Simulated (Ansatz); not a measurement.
Z-matrix (Å, degrees):
```
C
S 1 1.795
B 1 1.552 2 114.3
H 1 1.103 2 110.8 3 117.7
H 1 1.097 2 111.1 3 -125.9
C 2 1.812 1 101.2 3 -176.5
H 3 1.195 1 122.4 2 10.5
H 3 1.197 1 118.2 2 -171.5
Si 6 1.880 2 111.3 1 77.9
H 6 1.094 2 109.9 1 -48.2
H 6 1.093 2 106.1 1 -163.2
H 9 1.484 6 109.2 2 65.8
H 9 1.491 6 111.2 2 -173.7
H 9 1.487 6 110.3 2 -54.0
```

The species carries charge 0 and has multiplicity 1.

Problem. List the PBE0/def2-TZVPP orbital energies in eV (Ansatz 0.2.0). (Best estimate.)

Solution. The calculation gave: Occupied: -2422.34, -1802.43, -278.85, -278.73, -217.62, -184.99, -161.49, -161.39, -161.23, -144.79, -99.45, -99.44, -99.44, -22.54, -20.02, -17.09, -14.76, -13.99, -12.55, -12.27, -11.90, -10.39, -9.83, -9.67, -9.58, -9.28, -8.70, -6.32. Lowest empty: -1.58, 0.42, 0.75, 1.27, 1.42, 1.72, 1.87, 1.99.
